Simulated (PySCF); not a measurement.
Al(H)2(OH)(OMe2), C2H9AlO2, singlet (B3LYP/def2-SVP optimised geometry):

```
14

Al    -0.777    -0.088     0.000
H     -1.532    -1.322     0.681
H     -1.531     1.322     0.000
O      0.968    -0.088     0.000
H      1.532     0.150     0.739
C      0.244    -0.799    -2.767
O     -0.898    -0.595    -1.926
C     -2.164    -0.783    -2.551
H      0.215    -0.089    -3.610
H      1.120    -0.618    -2.133
H      0.243    -1.834    -3.148
H     -2.254    -1.817    -2.924
H     -2.285    -0.073    -3.386
H     -2.940    -0.597    -1.797
```

Level of theory: B3LYP/def2-TZVP in PySCF.

### Question
What are the frontier orbital energies and the dipole moment?

### Answer
HOMO-2 -8.13 eV, HOMO-1 -8.05 eV, HOMO -6.75 eV, LUMO 0.25 eV, LUMO+1 0.62 eV; dipole moment 3.85 D.

On the same geometry PySCF with PBE/def2-TZVP gives HOMO-2 -6.77 eV, HOMO-1 -6.75 eV, HOMO -5.61 eV, LUMO -0.35 eV, LUMO+1 0.09 eV; dipole moment 3.77 D.

Meta-Löwdin charges at B3LYP/def2-TZVP: Al1 0.67, H2 -0.21, H3 -0.21, O4 -0.82, H5 0.34, C6 -0.12, O7 -0.31, C8 -0.11, H9 0.11, H10 0.17, H11 0.11, H12 0.12, H13 0.12, H14 0.14.
